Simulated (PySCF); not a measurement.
**A ladder of Hamiltonians for Al⁹⁺ (aluminium, charge +9)**

Occupied: 1s1/2, 2s1/2. Hartree-Fock calculated with PySCF 2.14 in an uncontracted even-tempered set (20 s from 0.37 bohr⁻², ratio 2.3; 12 p from 0.44 bohr⁻², ratio 2.3), Gaussian nucleus throughout. NR is non-relativistic, sf-X2C the spin-free one-electron X2C Hamiltonian, X2C adds the bare one-electron spin-orbit term, X2C-SNSO screens it by Boettger's factors, DC is four-component Dirac-Coulomb, and the Gaunt and Breit terms are added at first order (total energies over the DC spinors, levels after relaxing the spinors in that mean field). QED terms are absent. Levels marked empty are virtual spinors of this ion.

```
Hamiltonian  E (hartree)
         NR    -191.6437
     sf-X2C    -192.0608
        X2C    -192.0608
   X2C-SNSO    -192.0608
         DC    -192.0766
   DC+Gaunt    -192.0444
   DC+Breit    -192.0450
```

| level (eV) | NR | sf-X2C | X2C | X2C-SNSO | DC | DC+Gaunt | DC+Breit |
| --- | --- | --- | --- | --- | --- | --- | --- |
| 1s1/2 | -1958.3 | -1962.0 | -1962.0 | -1962.0 | -1962.4 | -1961.6 | -1961.6 |
| 2s1/2 | -393.70 | -394.65 | -394.65 | -394.65 | -394.68 | -394.61 | -394.62 |
| 2p1/2 (empty) | -329.33 | -329.52 | -330.04 | -329.96 | -329.97 | -329.86 | -329.88 |
| 2p3/2 (empty) | -329.33 | -329.52 | -329.26 | -329.30 | -329.31 | -329.24 | -329.26 |
| 3s1/2 (empty) | -142.87 | -143.13 | -143.13 | -143.13 | -143.14 | -143.12 | -143.13 |

Q: How large are the two-electron picture-change error of X2C and the Breit correction in the total energy?

A: X2C-1e lies 0.0157 hartree above Dirac-Coulomb; Gaunt adds 0.0321 and the full Breit term 0.0316 hartree.

```tsv
interval (eV)	X2C	X2C-SNSO	DC	DC+Gaunt	DC+Breit
2p3/2 − 2p1/2	0.7718	0.6528	0.6640	0.6173	0.6174
```

Weight of the small component: 1s1/2 0.00214, 2s1/2 0.000415, 2p1/2 0.000383, 2p3/2 0.000382, 3s1/2 0.000144.

Koopmans' value for the highest occupied level at DC+Breit: 394.62 eV, against an ionisation energy of 398.65 ± 0.06 eV (semi-empirical (NIST evaluation); NIST Atomic Spectra Database, ionization energies); the former lacks relaxation, correlation, QED and recoil.

The whole ladder took 47 s of wall time on 1 thread of Intel(R) Xeon(R) 6975P-C (shared host), launched as `OMP_NUM_THREADS=1 python relrun2.py TASK.json OUT` (a driver that calls PySCF for each Hamiltonian).
